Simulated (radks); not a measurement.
Values are calculated unless marked as measured or tabulated.
All-electron atom: K1.25+ in [Ne] 3p6 3s(up 1, down 0.75) (fractional occupations, a model configuration).

Level of theory: scalar-relativistic Kohn-Sham, BLYP, spin-polarised, spherical densities, finite nucleus; Fermi nuclear charge, rms radius 3.4349 fm (a radial shooting solver on a logarithmic mesh with Libxc functionals).

Energy parts (hartree):
| part | energy |
|---|---|
| total | -601.75372 |
| kinetic | 605.40632 |
| electron-nucleus | -1425.41910 |
| Hartree | 251.59348 |
| exchange-correlation | -33.33443 |

Orbitals (lengths in bohr, moments of r in powers of bohr):
| orbital | occ. | eigenvalue (hartree) | <r^2> |
|---|---|---|---|
| 1s up | 1 | -129.8981 | 0.008836 |
| 1s down | 1 | -129.8950 | 0.008836 |
| 2s up | 1 | -13.37483 | 0.1784 |
| 2s down | 1 | -13.37179 | 0.1783 |
| 2p up | 3 | -10.68954 | 0.1524 |
| 2p down | 3 | -10.68638 | 0.1524 |
| 3s up | 1 | -1.66012 | 1.824 |
| 3s down | 0.75 | -1.64761 | 1.832 |
| 3p up | 3 | -1.04639 | 2.336 |
| 3p down | 3 | -1.03548 | 2.353 |

The highest occupied level is 3p down at -28.177 eV. Spin moment in Bohr magnetons: 0.25. The electron density at the nucleus is 5209 e/bohr^3 (large components only). The density falls to 0.001 e/bohr^3 at r = 3.27 bohr. The spin density at the nucleus is 6.158 e/bohr^3 (1s 0.059, 2s 0.023, 3s 6.075). Summed over all electrons, <r^2> = 18.56 bohr^2, which gives a Langevin (diamagnetic) susceptibility term of -14.7 x 10^-6 cm^3/mol.
